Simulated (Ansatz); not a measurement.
Total energies of `[CH3][Ga]([CH3])[TeH]`.

```csv
atom,x (Å),y (Å),z (Å)
C1,-0.837,1.459,1.058
Ga2,-0.044,0.210,-0.239
C3,0.610,-1.598,0.175
Te4,0.162,1.055,-2.622
H5,-1.077,2.423,0.611
H6,-0.147,1.619,1.891
H7,-1.753,1.028,1.471
H8,1.620,-1.529,0.590
H9,0.652,-2.225,-0.716
H10,-0.025,-2.078,0.923
H11,0.840,-0.365,-3.143
```

Total charge 0; spin multiplicity 1. Correlated methods include outer-core shells of Ga, Te, which these sets cover unevenly. Scalar relativity is left out up to krypton. Te: def2 effective core potential. Geometry: relaxed with PBE0-D4/def2-TZVP. Basis def2-TZVPP, the Gaussian-basis code of Ansatz.

RPA on PBE orbitals: Hartree–Fock energy of these orbitals -2270.07593 Eh, correlation -1.57220 Eh (frozen core).

```csv
functional,energy without D4 (Eh),D4 term (kJ/mol)
BLYP,-2273.34006,-50.3
ωB97M-V,-2273.18800,–
```

**Question.** Give the same for LDA (SPW92), PBE, revPBE, r2SCAN, B97M-V, PBE0, B3LYP, r2SCANh, r2SCAN0, HSE06 (plane-wave form), BHLYP, CAM-B3LYP, LC-ωPBE, ωB97X-V, B2PLYP, PBE-QIDH. (An estimate is asked.)

**Answer.** Ansatz gave: 
| functional | energy without D4 (Eh) | D4 term (kJ/mol) |
| --- | --- | --- |
| LDA (SPW92) | -2269.18258 | – |
| PBE | -2272.95927 | -24.0 |
| revPBE | -2273.25777 | -61.1 |
| r2SCAN | -2273.42273 | -5.9 |
| B97M-V | -2272.99963 | – |
| PBE0 | -2273.03584 | -20.8 |
| B3LYP | -2273.52737 | -38.9 |
| r2SCANh | -2273.39839 | -6.4 |
| r2SCAN0 | -2273.36340 | -7.2 |
| HSE06 (plane-wave form) | -2273.02814 | -19.8 |
| BHLYP | -2273.24072 | -35.1 |
| CAM-B3LYP | -2273.44226 | -21.7 |
| LC-ωPBE | -2273.11613 | – |
| ωB97X-V | -2273.16293 | – |
| B2PLYP | -2272.75688 | – |
| PBE-QIDH | -2272.52739 | – |

B3LYP takes the VWN-RPA correlation (the form of Gaussian; ORCA's B3LYP/G). HSE06 is the plane-wave form, built on full-range PBE exchange. The double hybrids freeze the cores in their second-order part.

LC-ωPBE has ω = 0.4 bohr⁻¹.
